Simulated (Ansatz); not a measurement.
Job for Ansatz (an electronic-structure program): R-B3LYP-D3(BJ)/def2-SVP on SiH4 (SMILES [SiH4]).

Ansatz 0.2 input:
```yaml
crystal:
  periodic: [false, false, false]
  atoms:
    - {symbol: Si, position_ang: [0.00000000, 0.00000000, 0.00000000]}
    - {symbol: H, position_ang: [0.85610000, 0.85610000, 0.85610000]}
    - {symbol: H, position_ang: [-0.85610000, -0.85610000, 0.85610000]}
    - {symbol: H, position_ang: [-0.85610000, 0.85610000, -0.85610000]}
    - {symbol: H, position_ang: [0.85610000, -0.85610000, -0.85610000]}
basis:
  gaussian:
    orbitals: def2-SVP
hamiltonian:
  xc: b3lyp
  dispersion: d3bj
relax: {f_tol: 0.004, max_steps: 120}
scf: {lower_state_search: off}
```

The log:

```
WARN ansatz: RAYON_NUM_THREADS=4 ignored (pool sized by the plan → 4); use --threads N
Functional definition: B3LYP
these checks for a lower state are left out or cut short: stability, starts, cluster_reference, orbital_swaps, neighbouring_geometries, increment
integrals: 0.01 GiB planned
395 factors; integrals over basis functions are off by at most 1.1e-4 eV
mean field: 0.09 GiB planned
mean field evaluation 1: about -7940.2887 eV, gradient 7.8e0 eV
mean field evaluation 2: about -7940.5350 eV, gradient 2.7e0 eV
mean field evaluation 4: about -7940.5648 eV, gradient 3.1e-2 eV
mean field evaluation 8: about -7940.5639 eV, gradient 7.5e-5 eV
mean field -7940.56393918 eV, -291.8103424573 hartree, gradient 3.1e-6 eV, S^2 0.000000; 0 other end points of the search recorded, 0 dependent functions left out
the calculation of the forces begins
reference -7940.56413494 eV, -291.8103496512 hartree; 9, 9 occupied and 29, 29 virtual orbitals, 395 factors
relax step   1: F+E_penalty+E_count = -7940.65010736 eV  Δ(F+E_penalty+E_count) = +0.000e0 eV  max|allowed force component| = 8.353e-2 eV/Å  Δτ_max = 0.0000 Å  (10 SCF iters, accepted)
these checks for a lower state are left out or cut short: stability, starts, cluster_reference, orbital_swaps, neighbouring_geometries, increment
integrals: 0.01 GiB planned
395 factors; integrals over basis functions are off by at most 1.1e-4 eV
mean field: 0.09 GiB planned
mean field evaluation 16: about -7940.5661 eV, gradient 1.5e-4 eV
mean field -7940.56607555 eV, -291.8104209673 hartree, gradient 3.1e-7 eV, S^2 0.000000; 0 other end points of the search recorded, 0 dependent functions left out
the calculation of the forces begins
reference -7940.56627163 eV, -291.8104281734 hartree; 9, 9 occupied and 29, 29 virtual orbitals, 395 factors
relax step   2: F+E_penalty+E_count = -7940.65219778 eV  Δ(F+E_penalty+E_count) = -2.090e-3 eV  max|allowed force component| = 1.996e-2 eV/Å  Δτ_max = 0.0058 Å  (11 SCF iters, accepted)
these checks for a lower state are left out or cut short: stability, starts, cluster_reference, orbital_swaps, neighbouring_geometries, increment
integrals: 0.01 GiB planned
395 factors; integrals over basis functions are off by at most 1.1e-4 eV
mean field: 0.09 GiB planned
mean field -7940.56621846 eV, -291.8104262195 hartree, gradient 2.7e-6 eV, S^2 0.000000; 0 other end points of the search recorded, 0 dependent functions left out
the calculation of the forces begins
reference -7940.56641466 eV, -291.8104334295 hartree; 9, 9 occupied and 29, 29 virtual orbitals, 395 factors
relax step   3: F+E_penalty+E_count = -7940.65232674 eV  Δ(F+E_penalty+E_count) = -1.290e-4 eV  max|allowed force component| = 9.069e-5 eV/Å  Δτ_max = 0.0019 Å  (10 SCF iters, accepted)
Total energy: -7940.65252294 eV, -291.8135978503 hartree
Atom 0 at    -0.000000    -0.000000     0.000000 Å, force    -0.000000    -0.000000     0.000000 eV/Å
Atom 1 at     0.860549     0.860549     0.860549 Å, force     0.000091     0.000091     0.000091 eV/Å
Atom 2 at    -0.860549    -0.860549     0.860549 Å, force    -0.000091    -0.000091     0.000091 eV/Å
Atom 3 at    -0.860549     0.860549    -0.860549 Å, force    -0.000091     0.000091    -0.000091 eV/Å
Atom 4 at     0.860549    -0.860549    -0.860549 Å, force     0.000091    -0.000091    -0.000091 eV/Å
Dipole moment:    -0.000000     0.000000     0.000000 e Å
Checks for a lower state left out: stability, starts, cluster_reference, orbital_swaps, neighbouring_geometries, increment
```

Self-consistency was reached.

Cost: very roughly 1.1 core-seconds.
